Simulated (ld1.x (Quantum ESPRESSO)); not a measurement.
**Transferability test, ultrasoft potential for Ru**

ld1.x (Quantum ESPRESSO) 7.5 input, shortened:

```
&input
   title='Ru', zed=44., rel=1, dft='PBE', iswitch=3,
   config='[Kr] 4d7 4f-2 5s1 5p0'
 /
 &inputp
   pseudotype=3, tm=.true., lloc=-2, rcloc=2.15,
   nlcc=.true.,
   which_augfun='PSQ', rmatch_augfun_nc=.true.
 /
7
5S  1  0   1.00   0.00  2.25  2.60  0.0
5S  1  0   0.00   0.95  2.25  2.60  0.0
4P  2  1   6.00   0.00  1.50  1.75  0.0
5P  3  1   0.00   0.00  1.50  1.75  0.0
4D  3  2   7.00   0.00  1.50  1.90  0.0
4D  3  2   0.00   4.25  1.50  1.90  0.0
4F  4  3  -2.00   0.30  2.45  2.70  0.0
 &test
   configts(1)='4p6 4d7 5s1 5p0'
 /
```

Energies are relative to the spin-unpolarised reference configuration 4p6 4d7 5s1 5p0; without spin polarisation the order of configurations can differ from experiment.

```tsv
valence configuration	charge	ΔE all-electron (eV)	error AE − PS (meV)
4p6 4d7 5s0 5p0	+1	7.292	-3.1
4p6 4d6 5s0 5p0	+2	25.479	-10
4p6 4d4 5s0 5p0	+4	100.614	-97
4p6 4d7.5 5s0.5 5p0	0	-0.317	-2.6
4p6 4d6 5s2 5p0	0	1.701	-8.2
```

(1) What are ΔE and the potential's error for 4p6 4d5 5s0 5p0?

(2) What are ΔE and the potential's error for 4p6 4d8 5s0 5p0?

## Answers

(1) ΔE = 56.101 eV all-electron; the error (AE − PS) is -42 meV.

(2) ΔE = -0.333 eV all-electron; the error (AE − PS) is -7.7 meV.
